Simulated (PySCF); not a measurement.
# Bonding in `C=CC[Si@H](N)[SiH3]`

C3H11NSi2.
SMILES with atom numbers: `[CH2:1]=[CH:2][CH2:3][Si@H:4]([NH2:5])[SiH3:6]` (hydrogens: H7, H8 on C1; H9 on C2; H10, H11 on C3; H12 on Si4; H13, H14 on N5; H15, H16, H17 on Si6)

Cartesian coordinates in Å at the GFN2-xTB level; atoms count from 1:
```xyz
17
C3H11NSi2 angstrom
C      2.617   -0.553    0.174
C      1.403   -0.861   -0.249
C      0.576   -0.011   -1.139
Si    -0.883    0.776   -0.176
N     -0.132    1.541    1.175
Si    -2.396   -0.763    0.639
H      3.169   -1.191    0.843
H      3.112    0.352   -0.140
H      0.934   -1.778    0.084
H      1.191    0.770   -1.587
H      0.167   -0.614   -1.951
H     -1.491    1.731   -1.137
H      0.768    1.979    1.068
H     -0.687    2.044    1.847
H     -1.974   -2.157    0.467
H     -3.689   -0.651   -0.045
H     -2.691   -0.602    2.066
```

Bond orders from the PBE0/pcSseg-1 density (PySCF). The structure is a single GFN2-xTB conformer in the gas phase; no vibrational or solvent corrections.

(1) Where do the orders between heavy atoms depart from those drawn in the SMILES?

(2) Give the Mayer order of every bond, beside its length.

## Answers

(1) The largest departure is 0.118, at C3–Si4 (drawn single, 0.882).

(2) 
```json
{"bond": "C1–C2", "drawn as": "double", "length (Å)": "1.322", "Mayer order": "1.979"}
{"bond": "C2–C3", "drawn as": "single", "length (Å)": "1.482", "Mayer order": "1.039"}
{"bond": "C3–Si4", "drawn as": "single", "length (Å)": "1.917", "Mayer order": "0.882"}
{"bond": "Si4–N5", "drawn as": "single", "length (Å)": "1.725", "Mayer order": "1.025"}
{"bond": "Si4–Si6", "drawn as": "single", "length (Å)": "2.307", "Mayer order": "0.897"}
{"bond": "C1–H7", "drawn as": "single", "length (Å)": "1.077", "Mayer order": "0.956"}
{"bond": "C1–H8", "drawn as": "single", "length (Å)": "1.079", "Mayer order": "0.956"}
{"bond": "C2–H9", "drawn as": "single", "length (Å)": "1.083", "Mayer order": "0.950"}
{"bond": "C3–H10", "drawn as": "single", "length (Å)": "1.090", "Mayer order": "0.947"}
{"bond": "C3–H11", "drawn as": "single", "length (Å)": "1.091", "Mayer order": "0.939"}
{"bond": "Si4–H12", "drawn as": "single", "length (Å)": "1.485", "Mayer order": "0.884"}
{"bond": "N5–H13", "drawn as": "single", "length (Å)": "1.007", "Mayer order": "0.944"}
{"bond": "N5–H14", "drawn as": "single", "length (Å)": "1.006", "Mayer order": "0.952"}
{"bond": "Si6–H15", "drawn as": "single", "length (Å)": "1.467", "Mayer order": "0.937"}
{"bond": "Si6–H16", "drawn as": "single", "length (Å)": "1.468", "Mayer order": "0.929"}
{"bond": "Si6–H17", "drawn as": "single", "length (Å)": "1.466", "Mayer order": "0.939"}
```

Bonds between the same two heavy elements. C–C: lowest C2–C3 (1.039, 1.482 Å), highest C1–C2 (1.979, 1.322 Å).

Task: Sum the orders of all bonds at each heavy atom with more than one neighbour and set the sums beside the valence in the SMILES.

Result: C1 3.891 (drawn 4), C2 3.968 (drawn 4), C3 3.807 (drawn 4), Si4 3.688 (drawn 4), N5 2.921 (drawn 3), Si6 3.702 (drawn 4). Orders between atoms that aren't bonded are not in these sums.

The Mayer order sums products of elements of PS (density times overlap matrix) between the two atoms' basis functions, so it depends on the basis set.

The run behind these numbers computed NMR shieldings as well. Cost: about 60 s of CPU time on one thread; the machine was shared, so the figure is rough.
